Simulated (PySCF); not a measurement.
## How methods differ on the ionisation energy of V⁷⁺

V⁷⁺ [Ne] 3s2 3p4 [3p1/2^2 3p3/2^2, M_J = 2] → V⁸⁺ [Ne] 3s2 3p3 [3p1/2^2 3p3/2^1, M_J = 3/2], as a difference of total energies. All numbers are calculated (PySCF 2.14, the two-component X2C-1e Hamiltonian, in an uncontracted even-tempered set (20 s from 0.34 bohr⁻², ratio 2.4; 14 p from 0.45 bohr⁻², ratio 2.4; 5 d from 3.1 bohr⁻², ratio 2.6; 5 f from 4.7 bohr⁻², ratio 2.6)). Correlated levels: 1s2 frozen; the 52 highest virtual spinors dropped. "Screened" scales the spin-orbit matrix elements by Boettger's factors to mimic the two-electron term; Breit and QED terms are absent.

```json
{"method": "GHF (spin-free)", "ionisation energy (eV)": "171.61"}
{"method": "GMP2 (spin-free)", "ionisation energy (eV)": "172.55"}
{"method": "GHF (screened spin-orbit)", "ionisation energy (eV)": "171.97"}
{"method": "GMP2 (screened spin-orbit)", "ionisation energy (eV)": "172.91"}
```

Q: How much does correlation contribute at GMP2 (screened spin-orbit)?

A: 172.91 − (171.97) = 0.94 eV, measured against GHF (screened spin-orbit).

The labels give the starting determinants; with spin-orbit coupling the two ends relaxed to ⟨J²⟩ = 6.01, ⟨L²⟩ = 2.08, ⟨S²⟩ = 1.96 and ⟨J²⟩ = 3.75, ⟨L²⟩ = 0.02, ⟨S²⟩ = 3.73.

For comparison: 173.55 ± 0.21 eV (semi-empirical (NIST evaluation); NIST Atomic Spectra Database, ionization energies).
